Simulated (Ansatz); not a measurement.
Input for Ansatz (development build ahead of 0.2.0):

```yaml
crystal:
  periodic: [false, false, false]
  atoms:
    - { symbol: B, position_ang: [-0.02043, 0.00828, -0.04488] }
    - { symbol: F, position_ang: [0.85249, 0.79056, 0.79212] }
    - { symbol: F, position_ang: [0.85635, -0.79212, -0.80337] }
    - { symbol: F, position_ang: [-0.79522, 0.81867, -0.76333] }
    - { symbol: F, position_ang: [-0.82483, -0.79854, 0.7639] }
basis:
  gaussian: { orbitals: "6-31G" }
total_charge: -1
hamiltonian:
  xc: hf
```

The input is written out in the form of the current development build from the run's settings.

Output:

```
Converged                       : yes
Total energy                    : -422.62879 hartree
Spin squared of the determinant : 0.000
```

Caution: no diffuse functions for an anion.
